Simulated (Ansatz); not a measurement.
`C[N](C)[GeH]` + NH₃ → `[NH2][GeH]` + dimethylamine at 400 K and 1 bar (ligand exchange at a Ge–N bond).

Gas-phase electronic energies from Ansatz, PBE0-D4/def2-TZVP geometries. CCSD(T)/CBS is the MP2 limit (def2-TZVPP, def2-QZVPP) plus CCSD(T) − MP2 in def2-TZVPP, frozen cores. This one scheme is used for every species. For Ge outer-core shells are correlated without core-valence functions, which leaves a few kJ/mol of doubt a bond. Scalar relativity is left out up to krypton.

```csv
species,CCSD(T)/CBS energy (Eh),H − E (kJ/mol),S (J/(mol·K))
`C[N](C)[GeH]`,-2211.10778,262.1,348.7
NH₃,-56.50880,104.2,203.1
`[NH2][GeH]`,-2132.60664,102.2,275.6
`CNC`,-135.00321,264.6,293.2
```

H − E and S are ideal-gas, rigid-rotor, harmonic terms from PBE0-D4/def2-TZVP. 1 Eh = 2625.50 kJ/mol, R = 8.31446 J/(mol·K).

Task: By hand: ΔE, ΔH, ΔS and ΔG.

Result: ΔE = (-2132.60664) + (-135.00321) − (-2211.10778) − (-56.50880) = 0.00673 Eh = 17.7 kJ/mol. Δ(H − E) = 102.2 + 264.6 − 262.1 − 104.2 = 0.5, so ΔH = 18.2 kJ/mol. ΔS = 275.6 + 293.2 − 348.7 − 203.1 = 17.0 J/(mol·K). ΔG = 18.2 − 400 × (17.0)/1000 = 11.4 kJ/mol.

Task: By hand: the equilibrium constant, and the temperature at which ΔG would vanish if ΔH and ΔS stayed fixed.

Result: log₁₀ K = −ΔG/(RT ln 10) = -1.5. ΔG = 0 at ΔH/ΔS = 1071 K, though so small a ΔS makes that figure unsure.

TΔS isn't small against ΔH here. A doubt of 5 kJ/mol in ΔE shifts log₁₀ K by 0.7 here. These are equilibria of isolated gas molecules and say nothing of rates. Largest T1 diagnostic: 0.016 (customary marks: 0.02 for closed shells, 0.045 for open ones).
